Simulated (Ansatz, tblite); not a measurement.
Removing an electron: HfS₂⁻. Charge -1, multiplicity 2. Geometry: PBE-D4/def2-TZVPD. Ansatz, gas phase; energy differences of separate SCF runs; the oxidised species is a singlet (the triplet lies 0.99 eV higher at PBE0-D4/def2-TZVPD).

```xyz
3

Hf   -0.2448   -0.7653    0.0120
S     1.9465   -0.1962    0.2969
S    -1.7016    0.9615   -0.3090
```

In the def2 sets Hf takes a core potential; there is no spin–orbit coupling. The xTB rows come from tblite. Correlated methods freeze 10 core orbitals; core or outer-core shells of Hf are correlated, in sets that lack core-valence functions. The structure comes from a short search, and lower isomers may exist.

| level | −HOMO (eV) | vertical IE (eV) | −LUMO (eV) | HOMO–LUMO gap (eV) |
| --- | --- | --- | --- | --- |
| GFN1-xTB | – | 4.85 | – | – |
| GFN2-xTB | – | 6.15 | – | – |
| HF/def2-TZVPPD | – | 2.52 | – | – |
| PBE-D4/def2-TZVPD | 0.31 | 2.47 | -0.66 | 0.97 |
| r2SCAN-D4/def2-TZVPD | 0.60 | 2.55 | -0.98 | 1.57 |
| PBE0-D4/def2-TZVPD | 1.20 | 2.60 | -1.29 | 2.49 |
| MP2/def2-TZVPPD | – | 2.41 | – | – |
| CCSD/def2-TZVPPD | – | 2.61 | – | – |
| CCSD(T)/def2-TZVPPD | – | 2.51 | – | – |

  HOMO and LUMO are the levels of the spin that leaves or enters (xTB has no such levels and no spin-polarisation term). Other spin states of the ions may lie lower, which would lower the ionisation energy or raise the affinity. Raw xTB energy differences between charge states are shifted by several eV; the methods need an empirical correction for them.
